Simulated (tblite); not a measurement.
Record of a relaxation.

C6H8N2 (charge -1 and doublet state).
Numbering: `[CH2:1]=[CH:2][C@H:3]([NH2:4])/[CH:5]=[CH:6]/[C:7]=[N-:8]` (hydrogens: H9, H10 on C1; H11 on C2; H12 on C3; H13, H14 on N4; H15 on C5; H16 on C6)
Bond orders are those of one Lewis drawing.

Computed with GFN2-xTB (tblite), gas phase: L-BFGS steps from a force-field or distance-geometry start until the largest atomic force falls under 0.01 eV/Å. 12 of its 147 geometries are shown.

Step 0: E = -618.2862 eV, largest atomic force 6.274 eV/Å
```
atom  x, y, z in Å  |  force x, y, z in eV/Å
C1     -1.125    1.697   -0.068   -1.051   1.701  -0.229
C2     -1.382    0.496   -0.575   -0.237  -0.456   0.093
C3     -0.521   -0.656   -0.171   -0.442  -0.083  -1.415
N4     -1.043   -1.465    0.863   -0.441  -1.703   1.943
C5      0.815   -0.170    0.200   -0.566  -0.334   0.272
C6      1.787   -0.377   -0.681    2.686   0.362  -0.400
C7      3.116    0.102   -0.323   -1.061   2.572   5.623
N8      3.297    0.701    0.819    0.737  -2.381  -5.180
H9     -1.779    2.524   -0.379    0.428  -0.071   0.328
H10    -0.336    1.910    0.633   -0.181  -0.002  -0.214
H11    -2.208    0.324   -1.271    0.235   0.096   0.130
H12    -0.443   -1.317   -1.083    0.068   0.216   0.542
H13    -0.924   -1.152    1.842   -0.466  -0.162  -1.243
H14    -1.842   -2.067    0.652    0.224   0.696   0.392
H15     0.976    0.347    1.147    0.003  -0.369  -0.472
H16     1.604   -0.886   -1.617    0.065  -0.083  -0.169
```

Step 13: E = -620.6742 eV, largest atomic force 0.907 eV/Å
```
atom  x, y, z in Å  |  force x, y, z in eV/Å
C1     -1.256    1.729   -0.043   -0.043   0.092  -0.030
C2     -1.475    0.465   -0.465    0.176  -0.003  -0.223
C3     -0.583   -0.736   -0.209   -0.158  -0.085   0.031
N4     -1.090   -1.648    0.879   -0.090   0.095   0.041
C5      0.783   -0.307    0.157   -0.199  -0.074   0.102
C6      1.938   -0.335   -0.605    0.069   0.028   0.069
C7      3.066    0.229   -0.079    0.610   0.390   0.547
N8      3.971    0.719    0.491   -0.252  -0.242  -0.461
H9     -1.828    2.568   -0.408   -0.192  -0.060  -0.038
H10    -0.456    1.999    0.623   -0.016  -0.141   0.088
H11    -2.236    0.318   -1.237   -0.011  -0.017   0.163
H12    -0.595   -1.357   -1.122    0.138   0.079   0.099
H13    -1.056   -1.116    1.749   -0.078  -0.133  -0.120
H14    -2.061   -1.947    0.732    0.232   0.315  -0.079
H15     0.856    0.215    1.105   -0.002  -0.091   0.002
H16     2.015   -0.788   -1.580   -0.186  -0.153  -0.191
```

Step 27: E = -620.8140 eV, largest atomic force 0.173 eV/Å
```
atom  x, y, z in Å  |  force x, y, z in eV/Å
C1     -1.329    1.698   -0.049   -0.036   0.006   0.023
C2     -1.444    0.442   -0.520    0.017  -0.015   0.041
C3     -0.526   -0.720   -0.199    0.099   0.101  -0.099
N4     -1.175   -1.612    0.815   -0.037   0.047   0.011
C5      0.816   -0.305    0.269    0.005  -0.007   0.039
C6      1.977   -0.325   -0.499   -0.066   0.027   0.036
C7      3.167    0.220   -0.097   -0.039  -0.010  -0.016
N8      4.191    0.689    0.234   -0.006  -0.052  -0.021
H9     -2.000    2.487   -0.353   -0.028  -0.013  -0.023
H10    -0.556    1.970    0.648    0.007  -0.004  -0.010
H11    -2.244    0.226   -1.229    0.108   0.000  -0.022
H12    -0.432   -1.337   -1.105    0.017   0.007  -0.064
H13    -1.097   -1.126    1.705   -0.030  -0.061   0.103
H14    -2.171   -1.657    0.596   -0.031  -0.063   0.041
H15     0.863    0.134    1.259    0.021   0.033  -0.035
H16     1.954   -0.774   -1.488   -0.001   0.005  -0.005
```

Step 40: E = -620.8275 eV, largest atomic force 0.087 eV/Å
```
atom  x, y, z in Å  |  force x, y, z in eV/Å
C1     -1.355    1.704   -0.043   -0.042   0.020   0.044
C2     -1.425    0.448   -0.522    0.005   0.039  -0.021
C3     -0.514   -0.704   -0.181   -0.037  -0.077   0.014
N4     -1.181   -1.618    0.812   -0.008   0.005   0.020
C5      0.820   -0.286    0.298   -0.007   0.008  -0.009
C6      1.964   -0.315   -0.490    0.031  -0.004  -0.014
C7      3.175    0.199   -0.115    0.055   0.012   0.012
N8      4.226    0.626    0.184   -0.022  -0.022  -0.012
H9     -2.040    2.471   -0.367   -0.002   0.038  -0.051
H10    -0.614    1.998    0.679   -0.012  -0.018   0.053
H11    -2.165    0.236   -1.292   -0.023  -0.013  -0.005
H12    -0.406   -1.320   -1.085    0.042  -0.006  -0.071
H13    -1.109   -1.187    1.730    0.009   0.027   0.010
H14    -2.176   -1.665    0.590    0.034  -0.002   0.008
H15     0.873    0.185    1.270   -0.010   0.011   0.025
H16     1.919   -0.764   -1.478   -0.014  -0.019  -0.004
```

Step 53: E = -620.8389 eV, largest atomic force 0.078 eV/Å
```
atom  x, y, z in Å  |  force x, y, z in eV/Å
C1     -1.428    1.705   -0.011   -0.058  -0.044   0.021
C2     -1.417    0.464   -0.535    0.017  -0.052  -0.020
C3     -0.507   -0.685   -0.169    0.061   0.025  -0.034
N4     -1.152   -1.611    0.819   -0.002  -0.002   0.023
C5      0.822   -0.248    0.308    0.027   0.016  -0.021
C6      1.964   -0.319   -0.479   -0.008  -0.018   0.001
C7      3.203    0.154   -0.139   -0.021  -0.010  -0.002
N8      4.284    0.529    0.118    0.008   0.017   0.017
H9     -2.054    2.477   -0.431   -0.019   0.040   0.064
H10    -0.802    1.980    0.820   -0.007   0.015  -0.027
H11    -2.074    0.263   -1.381    0.029   0.054  -0.024
H12    -0.376   -1.287   -1.082   -0.016  -0.047   0.027
H13    -1.090   -1.178    1.737   -0.004   0.028   0.013
H14    -2.143   -1.688    0.597   -0.035   0.003  -0.001
H15     0.873    0.244    1.272    0.003  -0.006  -0.028
H16     1.890   -0.790   -1.456    0.026  -0.019  -0.011
```

Step 66: E = -620.9177 eV, largest atomic force 0.345 eV/Å
```
atom  x, y, z in Å  |  force x, y, z in eV/Å
C1     -1.696    1.599    0.117    0.119  -0.121   0.094
C2     -1.349    0.535   -0.646    0.009  -0.083   0.092
C3     -0.490   -0.631   -0.207    0.090  -0.088   0.048
N4     -1.082   -1.435    0.904   -0.090  -0.063  -0.063
C5      0.863   -0.172    0.194    0.055  -0.016  -0.018
C6      2.030   -0.424   -0.516   -0.042   0.011   0.001
C7      3.277    0.037   -0.177   -0.236  -0.100  -0.174
N8      4.371    0.384    0.055    0.144   0.071   0.097
H9     -2.240    2.440   -0.281   -0.034   0.018  -0.100
H10    -1.375    1.709    1.147   -0.050  -0.138  -0.177
H11    -1.694    0.493   -1.685    0.158   0.138   0.274
H12    -0.403   -1.333   -1.052   -0.009   0.070   0.040
H13    -1.084   -0.880    1.757   -0.027   0.032  -0.138
H14    -2.050   -1.659    0.676   -0.027   0.082   0.066
H15     0.933    0.378    1.123   -0.047   0.157  -0.065
H16     1.983   -1.031   -1.418   -0.014   0.030   0.024
```

Step 80: E = -621.0332 eV, largest atomic force 0.234 eV/Å
```
atom  x, y, z in Å  |  force x, y, z in eV/Å
C1     -1.871    1.438    0.185   -0.063   0.208   0.030
C2     -1.214    0.584   -0.626   -0.046  -0.161  -0.163
C3     -0.452   -0.626   -0.176   -0.042   0.062  -0.048
N4     -1.095   -1.336    0.952    0.039  -0.086   0.059
C5      0.903   -0.118    0.143   -0.035  -0.016   0.045
C6      2.049   -0.484   -0.553   -0.009  -0.025   0.053
C7      3.311   -0.039   -0.269   -0.043  -0.010  -0.107
N8      4.413    0.290   -0.047    0.081   0.071   0.018
H9     -2.330    2.344   -0.186    0.088  -0.033   0.017
H10    -1.895    1.304    1.256   -0.061  -0.010  -0.007
H11    -1.196    0.763   -1.693    0.036   0.138  -0.051
H12    -0.403   -1.354   -0.997    0.057  -0.023  -0.022
H13    -1.091   -0.707    1.750    0.030  -0.033   0.053
H14    -2.071   -1.484    0.699   -0.042  -0.010   0.071
H15     0.972    0.656    0.892   -0.027   0.007   0.101
H16     1.963   -1.222   -1.342    0.038  -0.077  -0.051
```

Step 93: E = -621.0726 eV, largest atomic force 0.154 eV/Å
```
atom  x, y, z in Å  |  force x, y, z in eV/Å
C1     -1.907    1.414    0.159   -0.063  -0.008  -0.008
C2     -1.178    0.605   -0.638    0.026  -0.067   0.047
C3     -0.466   -0.632   -0.175    0.003  -0.033   0.024
N4     -1.107   -1.332    0.958   -0.013   0.030   0.006
C5      0.892   -0.130    0.162   -0.009  -0.044  -0.009
C6      2.035   -0.518   -0.529    0.038  -0.049  -0.022
C7      3.296   -0.024   -0.334    0.099   0.084   0.042
N8      4.395    0.356   -0.173   -0.145  -0.031  -0.040
H9     -2.247    2.383   -0.163   -0.042   0.091  -0.054
H10    -2.160    1.140    1.169   -0.002   0.021   0.103
H11    -0.967    0.918   -1.650    0.082  -0.001  -0.079
H12    -0.399   -1.366   -0.992   -0.031   0.018  -0.005
H13    -0.991   -0.750    1.785   -0.007  -0.038  -0.024
H14    -2.109   -1.403    0.780    0.060   0.035   0.000
H15     0.954    0.668    0.888   -0.009  -0.013   0.048
H16     1.949   -1.319   -1.258    0.014   0.006  -0.030
```

Step 106: E = -621.0854 eV, largest atomic force 0.103 eV/Å
```
atom  x, y, z in Å  |  force x, y, z in eV/Å
C1     -1.918    1.413    0.129    0.030  -0.003   0.056
C2     -1.138    0.608   -0.624    0.014  -0.003  -0.001
C3     -0.471   -0.653   -0.158    0.015   0.030  -0.036
N4     -1.148   -1.340    0.957    0.039  -0.063  -0.058
C5      0.896   -0.192    0.198    0.015   0.009   0.054
C6      2.034   -0.535   -0.526    0.002   0.029   0.023
C7      3.274    0.017   -0.356   -0.082  -0.027  -0.057
N8      4.353    0.458   -0.243    0.074   0.030   0.041
H9     -2.228    2.390   -0.208    0.005   0.015  -0.011
H10    -2.211    1.147    1.133   -0.036   0.009   0.008
H11    -0.850    0.939   -1.613    0.020  -0.026  -0.052
H12    -0.416   -1.371   -0.989   -0.021  -0.046   0.000
H13    -0.956   -0.818    1.806   -0.039   0.035   0.040
H14    -2.151   -1.305    0.792   -0.036   0.010   0.042
H15     0.964    0.570    0.965    0.002  -0.005  -0.006
H16     1.958   -1.319   -1.274   -0.001   0.007  -0.044
```

Step 119: E = -621.0935 eV, largest atomic force 0.066 eV/Å
```
atom  x, y, z in Å  |  force x, y, z in eV/Å
C1     -1.866    1.430    0.121    0.021  -0.031   0.008
C2     -1.115    0.582   -0.617    0.034  -0.004  -0.056
C3     -0.482   -0.696   -0.145   -0.037  -0.016   0.009
N4     -1.171   -1.357    0.977   -0.027   0.013   0.036
C5      0.890   -0.247    0.206   -0.015   0.013   0.009
C6      2.017   -0.509   -0.568   -0.020   0.004   0.006
C7      3.241    0.067   -0.364    0.002   0.022  -0.004
N8      4.300    0.541   -0.196   -0.011  -0.028  -0.016
H9     -2.123    2.416   -0.234   -0.003   0.012  -0.022
H10    -2.199    1.197    1.121    0.022  -0.034   0.005
H11    -0.808    0.885   -1.611   -0.006   0.021  -0.001
H12    -0.445   -1.427   -0.967   -0.017   0.005  -0.008
H13    -0.976   -0.824    1.821    0.005   0.000  -0.018
H14    -2.176   -1.297    0.818    0.017  -0.014  -0.004
H15     0.959    0.477    1.006    0.030   0.014   0.045
H16     1.946   -1.229   -1.380    0.005   0.023   0.008
```

Step 133: E = -621.0970 eV, largest atomic force 0.011 eV/Å
```
atom  x, y, z in Å  |  force x, y, z in eV/Å
C1     -1.835    1.427    0.108    0.002   0.002   0.001
C2     -1.094    0.566   -0.626   -0.003   0.004  -0.002
C3     -0.489   -0.716   -0.135   -0.002  -0.001   0.002
N4     -1.193   -1.356    0.988    0.003   0.001   0.001
C5      0.881   -0.265    0.227    0.001   0.001  -0.002
C6      1.999   -0.476   -0.574    0.004  -0.005   0.001
C7      3.224    0.096   -0.370    0.000   0.000  -0.001
N8      4.290    0.556   -0.208   -0.001  -0.001  -0.004
H9     -2.077    2.416   -0.249   -0.002  -0.001   0.001
H10    -2.162    1.195    1.110   -0.004   0.001  -0.008
H11    -0.781    0.859   -1.622    0.001  -0.002   0.011
H12    -0.449   -1.455   -0.950   -0.001   0.000   0.001
H13    -0.997   -0.816    1.827   -0.008   0.004  -0.003
H14    -2.196   -1.289    0.820    0.003  -0.006  -0.001
H15     0.953    0.419    1.063    0.006   0.000   0.004
H16     1.918   -1.153   -1.421    0.001   0.003  -0.001
```

Step 146: E = -621.0975 eV, largest atomic force 0.007 eV/Å
```
atom  x, y, z in Å  |  force x, y, z in eV/Å
C1     -1.842    1.425    0.105   -0.001  -0.003  -0.002
C2     -1.087    0.570   -0.620    0.001   0.000  -0.002
C3     -0.485   -0.714   -0.126    0.002   0.003   0.001
N4     -1.190   -1.349    0.998   -0.002   0.001  -0.002
C5      0.888   -0.269    0.234    0.003   0.003   0.002
C6      1.999   -0.477   -0.577    0.000   0.004  -0.002
C7      3.228    0.092   -0.381    0.001   0.004  -0.002
N8      4.296    0.549   -0.230    0.002  -0.002   0.001
H9     -2.081    2.415   -0.251    0.002  -0.003   0.002
H10    -2.192    1.187    1.099    0.001   0.003  -0.002
H11    -0.756    0.869   -1.607   -0.001   0.002   0.002
H12    -0.448   -1.454   -0.940   -0.004   0.001   0.006
H13    -1.025   -0.785    1.827    0.000  -0.002  -0.004
H14    -2.191   -1.315    0.811    0.000  -0.002   0.001
H15     0.967    0.410    1.074   -0.003  -0.002   0.001
H16     1.909   -1.144   -1.430    0.000  -0.006  -0.001
```

Problem. Summarise the path.

Solution. The energy falls by 271.25 kJ/mol from step 0 to step 146; nine tenths of that is first reached at step 29. It rises by more than 0.2 meV at step 61. The largest force goes from 6.274 to 0.007 eV/Å. Among the bonds C7=N8 changes most, from 1.303 to 1.172 Å; the atoms move by 0.825 Å rms after alignment.

Problem. Follow the three bonds and two angles with the largest change from start to end.

Solution. 
```tsv
step	E above end (kJ/mol)	largest force (eV/Å)	C7=N8 (Å)	C6–C7 (Å)	C5=C6 (Å)	C6–C7–N8 (°)	H13–N4–H14 (°)
0	271.25	6.274	1.303	1.456	1.329	119.6	117.6
6	85.29	1.043	1.166	1.376	1.387	164.0	109.2
13	40.85	0.907	1.177	1.366	1.385	173.4	107.8
19	34.24	0.233	1.173	1.371	1.387	179.5	106.4
25	28.13	0.167	1.175	1.372	1.392	179.3	107.1
32	26.78	0.083	1.174	1.369	1.391	179.7	106.3
38	26.24	0.074	1.173	1.368	1.389	178.6	106.4
44	25.76	0.084	1.173	1.369	1.390	178.3	106.9
51	25.16	0.080	1.174	1.369	1.389	177.7	106.6
57	24.26	0.199	1.173	1.368	1.387	176.9	107.1
63	20.53	0.251	1.172	1.370	1.386	175.9	107.8
70	11.70	0.547	1.175	1.366	1.390	177.2	105.6
76	8.10	0.149	1.173	1.370	1.390	177.6	106.5
83	4.97	0.128	1.173	1.369	1.392	176.7	106.4
89	3.35	0.151	1.172	1.371	1.393	176.3	107.0
95	2.11	0.114	1.173	1.367	1.389	177.7	107.3
102	1.49	0.060	1.172	1.368	1.390	177.0	107.1
108	1.00	0.090	1.171	1.368	1.391	178.1	107.0
114	0.70	0.061	1.172	1.369	1.391	178.1	107.3
121	0.30	0.061	1.172	1.369	1.392	179.0	106.8
127	0.08	0.028	1.172	1.368	1.391	177.9	106.7
133	0.05	0.011	1.172	1.368	1.391	178.2	106.9
140	0.02	0.022	1.172	1.368	1.391	178.2	106.9
146	0.00	0.007	1.172	1.368	1.391	178.1	106.8
```

What follows is the cost of the whole relaxation. The run took 0.71 s wall on Arm Neoverse V2, one thread, shared host with 96 logical CPUs at a one-minute load of 34.
